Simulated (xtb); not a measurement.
Input for xtb: GFN2-xTB on F2GaHO (SMILES [OH][Ga]([F])[F]), a point of a torsion scan.

```
$ xtb mol.xyz --gfn 2 --opt vtight --chrg 0 --uhf 0 --input xcontrol
5

O      1.30970674    -0.42432766    -0.32449616
Ga    -0.46958805    -0.11664692    -0.24300699
F     -1.51038658     0.59422065    -1.45882050
F     -1.43167547    -1.25286142     1.01286977
H      1.86748216     0.02000450     0.34794140
$constrain
  force constant=1.0
  dihedral: 5,1,2,3,120.0
$end
```

It printed:

```
[...]
           -------------------------------------------------
          |                Calculation Setup                |
           -------------------------------------------------



           -------------------------------------------------
          |                 G F N 2 - x T B                 |
           -------------------------------------------------

        Reference                      10.1021/acs.jctc.8b01176
      * Hamiltonian:
        H0-scaling (s, p, d)           1.850000    2.230000    2.230000
        zeta-weighting                 0.500000
      * Dispersion:
        s8                             2.700000
        a1                             0.520000
        a2                             5.000000
        s9                             5.000000
      * Repulsion:
        kExp                           1.500000    1.000000
        rExp                           1.000000
      * Coulomb:
        alpha                          2.000000
        third order                    shell-resolved
        anisotropic                    true
        a3                             3.000000
        a5                             4.000000
        cn-shift                       1.200000
        cn-exp                         4.000000
        max-rad                        5.000000


          ...................................................
          :                      SETUP                      :
          :.................................................:
          :  # basis functions                  23          :
          :  # atomic orbitals                  22          :
          :  # shells                           10          :
          :  # electrons                        24          :
          :  max. iterations                   250          :
          :  Hamiltonian                  GFN2-xTB          :
          :  restarted?                      false          :
          :  GBSA solvation                  false          :
          :  PC potential                    false          :
          :  electronic temp.          300.0000000     K    :
          :  accuracy                    1.0000000          :
          :  -> integral cutoff          0.2500000E+02      :
          :  -> integral neglect         0.1000000E-07      :
          :  -> SCF convergence          0.1000000E-05 Eh   :
          :  -> wf. convergence          0.1000000E-03 e    :
          :  Broyden damping             0.4000000          :
          :  net charge                          0          :
          :  unpaired electrons                  0          :
          ...................................................

 iter      E             dE          RMSdq      gap      omega  full diag
   1    -15.3599943 -0.153600E+02  0.163E+01    3.61       0.0  T
   2    -15.3759221 -0.159278E-01  0.881E+00    2.80       1.0  T
   3    -15.3722927  0.362936E-02  0.336E+00    3.47       1.0  T
   4    -15.3778507 -0.555803E-02  0.499E-01    3.05       1.0  T
   5    -15.3778516 -0.907080E-06  0.271E-01    3.07       1.0  T
   6    -15.3778550 -0.331580E-05  0.129E-01    3.05       1.0  T
   7    -15.3778647 -0.972985E-05  0.125E-02    3.05       3.6  T
   8    -15.3778646  0.120461E-06  0.742E-03    3.05       6.0  T
   9    -15.3778648 -0.237191E-06  0.195E-03    3.05      22.9  T
  10    -15.3778648 -0.535437E-08  0.152E-03    3.05      29.5  T
  11    -15.3778648 -0.128129E-08  0.105E-04    3.05     425.8  T
  12    -15.3778648 -0.210676E-10  0.750E-05    3.05     595.9  T

   *** convergence criteria satisfied after 12 iterations ***

         #    Occupation            Energy/Eh            Energy/eV
      -------------------------------------------------------------
         1        2.0000           -0.8438328             -22.9619
       ...           ...                  ...                  ...
         6        2.0000           -0.5399388             -14.6925
         7        2.0000           -0.5393121             -14.6754
         8        2.0000           -0.5365415             -14.6000
         9        2.0000           -0.5286966             -14.3866
        10        2.0000           -0.5131158             -13.9626
        11        2.0000           -0.5095134             -13.8646
        12        2.0000           -0.5059393             -13.7673 (HOMO)
        13                         -0.3937917             -10.7156 (LUMO)
        14                         -0.1501042              -4.0845
        15                         -0.0540738              -1.4714
        16                         -0.0235089              -0.6397
        17                          0.0104201               0.2835
       ...                                ...                  ...
        22                          0.8677940              23.6139
      -------------------------------------------------------------
                  HL-Gap            0.1121476 Eh            3.0517 eV
             Fermi-
[...]
-14.1920 (HOMO)
        13                         -0.3668791              -9.9833 (LUMO)
        14                         -0.1393756              -3.7926
        15                         -0.0126869              -0.3452
        16                          0.0222763               0.6062
        17                          0.0282948               0.7699
       ...                                ...                  ...
        22                          0.9912402              26.9730
      -------------------------------------------------------------
                  HL-Gap            0.1546682 Eh            4.2087 eV
             Fermi-level           -0.4442132 Eh          -12.0877 eV

 SCC (total)                   0 d,  0 h,  0 min,  0.002 sec
 SCC setup                      ...        0 min,  0.000 sec (  2.253%)
 Dispersion                     ...        0 min,  0.000 sec (  0.470%)
 classical contributions        ...        0 min,  0.000 sec (  0.328%)
 integral evaluation            ...        0 min,  0.001 sec ( 30.345%)
 iterations                     ...        0 min,  0.000 sec ( 20.967%)
 molecular gradient             ...        0 min,  0.001 sec ( 42.599%)
 printout                       ...        0 min,  0.000 sec (  2.696%)

         :::::::::::::::::::::::::::::::::::::::::::::::::::::
         ::                     SUMMARY                     ::
         :::::::::::::::::::::::::::::::::::::::::::::::::::::
         :: total energy             -15.368551341837 Eh    ::
         :: gradient norm              0.000028536126 Eh/a0 ::
         :: HOMO-LUMO gap              4.208735365078 eV    ::
         ::.................................................::
         :: SCC energy               -15.398512531365 Eh    ::
         :: -> isotropic ES            0.069201587512 Eh    ::
         :: -> anisotropic ES         -0.000098066391 Eh    ::
         :: -> anisotropic XC         -0.002880240928 Eh    ::
         :: -> dispersion             -0.001645577465 Eh    ::
         :: repulsion energy           0.029957012290 Eh    ::
         :: add. restraining           0.000004177238 Eh    ::
         :: total charge              -0.000000000000 e     ::
         :::::::::::::::::::::::::::::::::::::::::::::::::::::

           -------------------------------------------------
          |                Property Printout                |
           -------------------------------------------------

    * Orbital Energies and Occupations

         #    Occupation            Energy/Eh            Energy/eV
      -------------------------------------------------------------
         1        2.0000           -0.8448131             -22.9885
         2        2.0000           -0.8373745             -22.7861
         3        2.0000           -0.7423910             -20.2015
         4        2.0000           -0.6457660             -17.5722
         5        2.0000           -0.5897861             -16.0489
         6        2.0000           -0.5442444             -14.8096
         7        2.0000           -0.5416717             -14.7396
         8        2.0000           -0.5331422             -14.5075
         9        2.0000           -0.5315869             -14.4652
        10        2.0000           -0.5257939             -14.3076
        11        2.0000           -0.5236293             -14.2487
        12        2.0000           -0.5215473             -14.1920 (HOMO)
        13                         -0.3668791              -9.9833 (LUMO)
        14                         -0.1393756              -3.7926
        15                         -0.0126869              -0.3452
        16                          0.0222763               0.6062
        17                          0.0282948               0.7699
        18                          0.0333972               0.9088
        19                          0.1216876               3.3113
        20                          0.2696549               7.3377
        21                          0.8904327              24.2299
        22                          0.9912402              26.9730
      -------------------------------------------------------------
                  HL-Gap            0.1546682 Eh            4.2087 eV
             Fermi-level           -0.4442132 Eh          -12.0877 eV

     #   Z          covCN         q      C6AA      α(0)
     1   8 O        1.563    -0.354    20.035     6.039
     2  31 Ga       2.154     0.335   210.294    32.521
     3   9 F        0.694    -0.169    10.929     3.903
     4   9 F        0.693    -0.183    11.077     3.930
     5   1 H        0.814     0.371     0.541     1.154

 Mol. C6AA /au·bohr⁶  :        651.547630
 Mol. C8AA /au·bohr⁸  :      39673.731839
 Mol. α(0) /au        :         47.547953


Wiberg/Mayer (AO) data.
largest (>0.10) Wiberg bond orders for each atom
Note: The following floating-point exceptions are signalling: IEEE_DENORMAL
normal termination of xtb

 ---------------------------------------------------------------------------
     #   Z sym  total        # sym  WBO       # sym  WBO       # sym  WBO
 ---------------------------------------------------------------------------
     1   8 O    2.340 --     2 Ga   1.251     5 H    0.823     4 F    0.137
                             3 F    0.129
     2  31 Ga   3.580 --     1 O    1.251     3 F    1.160     4 F    1.133
     3   9 F    1.389 --     2 Ga   1.160     1 O    0.129
     4   9 F    1.368 --     2 Ga   1.133     1 O    0.137
     5   1 H    0.863 --     1 O    0.823
 ---------------------------------------------------------------------------

Topologies differ in total number of bonds
Writing topology from bond orders to xtbtopo.mol

molecular dipole:
                 x           y           z       tot (Debye)
 q only:        1.010       0.223       0.446
   full:        0.989       0.204       0.481       2.844
molecular quadrupole (traceless):
                xx          xy          yy          xz          yz          zz
 q only:        1.381       0.279      -0.257       1.924       1.766      -1.124
  q+dip:        1.081       0.625       0.099       2.578       2.458      -1.180
   full:       -0.284       0.855       1.299       2.835       4.866      -1.014

           -------------------------------------------------
          |                Geometry Summary                 |
           -------------------------------------------------

      molecular mass/u    :      124.7272181
   center of mass at/Å    :       -0.5124476      -0.2895842      -0.2607865
  moments of inertia/u·Å² :        0.8265110E+02   0.8509610E+02   0.1667205E+03
rotational constants/cm⁻¹ :        0.2039614E+00   0.1981011E+00   0.1011132E+00

 * 4 selected distances

     #   Z          #   Z                                           value/Å
     1   8 O        2  31 Ga                                      1.7271516
     2  31 Ga       3   9 F                                       1.7292500
     2  31 Ga       4   9 F                                       1.7375187 (max)
     1   8 O        5   1 H                                       0.9598326 (min)

 * 3 distinct bonds (by element types)

   Z      Z             #   av. dist./Å        max./Å        min./Å
   1 H    8 O           1     0.9598326     0.9598326     0.9598326
   8 O   31 Ga          1     1.7271516     1.7271516     1.7271516
   9 F   31 Ga          2     1.7333844     1.7375187     1.7292500


optimized geometry written to: xtbopt.xyz


           -------------------------------------------------
          | TOTAL ENERGY              -15.368551341837 Eh   |
          | GRADIENT NORM               0.000028536126 Eh/α |
          | HOMO-LUMO GAP               4.208735365078 eV   |
           -------------------------------------------------

------------------------------------------------------------------------
------------------------------------------------------------------------
 total:
 SCF:
 ANC optimizer:
```

The run finished.

Warnings raised: the energy holds the restraint's term.

Cost: roughly 0.06 core-seconds.
